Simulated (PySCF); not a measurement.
TeH2.
Z-matrix (Å and degrees, PBE0-D3(BJ)/def2-SVP geometry), rows numbered from 1:
```
Te
H   1  1.6634
H   1  1.6634  2   90.24
```

Theory: PySCF 2.14.0, PBE0-D3(BJ)/def2-SVP geometry optimisation, gas phase, def2 core potentials past Kr.

Take the most abundant isotopes and a rigid rotor. 

Problem. Give the principal moments of inertia and the rotational constants in GHz.

Solution. Ia = 2.73, Ib = 2.80, Ic = 5.53 u·Å²; 505379 MHz·u·Å²/I gives 184803, 180484 and 91309 MHz, that is A = 184.80, B = 180.48, C = 91.309 GHz.

Problem. Classify the top.

Solution. A near-oblate asymmetric top; Ray's κ = 0.908.

Problem. Predict some low-J microwave lines.

Solution. The dipole components are |μa| = 0.00 D, |μb| = 0.35 D, |μc| = 0.00 D; the symmetry axis of this C2v structure is b, so μa and μc vanish by symmetry and there are no a-type or c-type lines. Some lines, for components of 0.1 D or more:

| type | branch | J(Ka,Kc) | MHz | lower level (cm⁻¹) |
| --- | --- | --- | --- | --- |
| b | Q | 1(1,0) ← 1(0,1) | 93494 | 9.066 |
| b | Q | 2(2,0) ← 2(1,1) | 97966 | 33.291 |
| b | Q | 2(1,1) ← 2(0,2) | 267679 | 24.363 |
| b | R | 1(1,1) ← 0(0,0) | 276112 | 0.000 |
| b | Q | 2(2,1) ← 2(1,2) | 280482 | 24.368 |
| b | R | 2(0,2) ← 1(1,1) | 454259 | 9.210 |
| b | R | 2(1,2) ← 1(0,1) | 458731 | 9.066 |
| b | R | 2(2,1) ← 1(1,0) | 645719 | 12.185 |
| b | R | 2(2,0) ← 1(1,1) | 819904 | 9.210 |

Problem. Estimate the classical rotational partition function at 50 K.

Solution. Point group C2v, symmetry number σ = 2; q = (√π/σ)·√((kT/h)³/(ABC)), k/h = 20836.6 MHz/K: 17.1 at 50 K.

Atoms past krypton carry def2 core potentials. No frequency check. Zero-point vibration and centrifugal distortion are left out.
